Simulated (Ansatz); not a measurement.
# C2H5CdF: where a starting geometry ends

The starting geometry of this gas-phase triplet was optimised with GFN2-xTB as a singlet; its bonds are those of `C[CH2][Cd][F]`.

```xyz
9

C    -1.9153   -1.6375   -0.9373
C    -0.9556   -1.6406   -2.1166
Cd    1.0273   -1.5781   -1.2344
F     1.0274   -2.5141    0.5594
H    -1.9037   -0.6731   -0.4213
H    -1.6527   -2.4235   -0.2233
H    -2.9364   -1.8214   -1.2771
H    -1.1431   -0.8043   -2.7876
H    -1.0183   -2.5834   -2.6672
```

Task: Predict what becomes of its bonds when it is optimised with PBE0-D4/def2-SVP.

Result: It loosens into C2H5 + CdF, which stay close as a complex. Contacts that open: C2–Cd3 (2.17 → 3.11 Å).

The energy falls by 1.09 eV over 24 steps:

```json
{"step": "1", "E − E(last) (eV)": "1.087"}
{"step": "4", "E − E(last) (eV)": "0.050"}
{"step": "6", "E − E(last) (eV)": "0.009"}
{"step": "9", "E − E(last) (eV)": "0.002"}
{"step": "11", "E − E(last) (eV)": "0.001"}
{"step": "14", "E − E(last) (eV)": "0.000"}
{"step": "16", "E − E(last) (eV)": "0.000"}
{"step": "19", "E − E(last) (eV)": "0.000"}
{"step": "21", "E − E(last) (eV)": "0.000"}
{"step": "24", "E − E(last) (eV)": "0.000"}
```

Final geometry (Å):

```csv
atom,x (Å),y (Å),z (Å)
C,-1.9679,-1.6227,-0.9301
C,-1.2452,-1.5787,-2.2208
Cd,1.6594,-1.8765,-1.1575
F,0.6315,-2.5035,0.4457
H,-2.3000,-0.6258,-0.6065
H,-1.3117,-2.0410,-0.1392
H,-2.8544,-2.2808,-0.9822
H,-1.0610,-0.6413,-2.7545
H,-1.0210,-2.5056,-2.7602
```

The end wasn't checked by frequencies. Open shells are spin-unrestricted. The triplet needn't be the ground state. Atoms past krypton carry core potentials, without spin–orbit terms. Run with Ansatz 0.2.0, 110 s on 2 threads of Arm Neoverse V2, on a shared host.
